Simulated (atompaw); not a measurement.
Logarithmic derivatives: lead, PAW (atompaw)

| Quantity | Value |
| --- | --- |
| Element | lead |
| Generator | atompaw 4.2.0.5 |
| Type | PAW |
| Functional | LDA (PW92) |
| Relativity | scalar-relativistic |
| Frozen core | [Xe] 4f14 5d10 |
| Valence charge | 4 |
| Reference configuration | 6s2 6p1.5 (charge +0.5) |
| Partial waves | 6s (bound): rc 2.80 bohr; 6s channel at 2.6 Ry: rc 1.75 bohr; 6p (bound): rc 2.80 bohr; 6p channel at 0.65 Ry: rc 2.80 bohr; 6d channel at 0.45 Ry: rc 2.80 bohr; 6d channel at 0.95 Ry: rc 2.80 bohr |
| Local potential | vpsmatchnc scheme with l = 3 at 0 Ry, radius 2.60 bohr |
| Core correction | smooth core density matched at 2.25 bohr |
| Augmentation charge | besselshape compensation charge, radius 2.40 bohr; PAW radius 2.80 bohr; waves and projectors: custom rrkj vanderbiltortho |

The phase is arctan(r·u′/u) with u = r·R(r), unwrapped; energies in Ry, scanned from -3 to 5 Ry. A pole is an energy at which the radial function vanishes at the test radius. The pseudo phase is shifted by a multiple of π to meet the all-electron one at the reference energy, and phase errors are pseudo minus all-electron; the curves can meet again beyond the range given. Levels narrower than the energy grid can be missing from the lists of poles.

| channel | radius (bohr) | reference energy (Ry) | poles, all-electron | poles, pseudo | unbroken range about the reference energy with phases within 0.05 rad | phase error 1 Ry above the reference energy (rad) |
| --- | --- | --- | --- | --- | --- | --- |
| s | 2.80 | -1.16 | -0.27 | -0.27 | the whole range | -0.000 |
| p | 2.80 | -0.50 | 1.25 | 1.25 | below 4.3 | +0.000 |
| d | 2.80 | 0.45 | -1.74, 3.73 | -1.36, 3.83 | above -1.2 | +0.001 |

Note: ghost states, extra bound levels that the all-electron valence spectrum of the same l lacks: s at -688.9 eV, d at -19.3 eV. A true bound ghost makes a file unfit for plane-wave use.

Phases in the d channel:

| E (Ry) | all-electron | pseudo |
| --- | --- | --- |
| -3.00 | 1.338 | 1.357 |
| -2.76 | 1.320 | 1.346 |
| -2.52 | 1.293 | 1.332 |
| -2.28 | 1.242 | 1.315 |
| -2.04 | 1.050 | 1.289 |
| -1.80 | -1.447 | 1.242 |
| -1.56 | -1.714 | 1.024 |
| -1.32 | -1.779 | -1.649 |
| -1.08 | -1.820 | -1.793 |
| -0.84 | -1.857 | -1.848 |
| -0.60 | -1.897 | -1.893 |
| -0.36 | -1.944 | -1.943 |
| -0.12 | -2.006 | -2.005 |
| 0.12 | -2.091 | -2.091 |
| 0.36 | -2.221 | -2.221 |
| 0.60 | -2.435 | -2.435 |
| 0.84 | -2.805 | -2.805 |
| 1.08 | -3.348 | -3.348 |
| 1.32 | -3.842 | -3.842 |
| 1.56 | -4.147 | -4.146 |
| 1.80 | -4.324 | -4.323 |
| 2.04 | -4.435 | -4.433 |
| 2.28 | -4.510 | -4.508 |
| 2.52 | -4.564 | -4.561 |
| 2.76 | -4.606 | -4.602 |
| 3.00 | -4.639 | -4.634 |
| 3.24 | -4.666 | -4.661 |
| 3.48 | -4.690 | -4.684 |
| 3.72 | -4.711 | -4.704 |
| 3.96 | -4.731 | -4.722 |
| 4.20 | -4.750 | -4.739 |
| 4.44 | -4.768 | -4.755 |
| 4.68 | -4.786 | -4.770 |
| 4.92 | -4.805 | -4.786 |
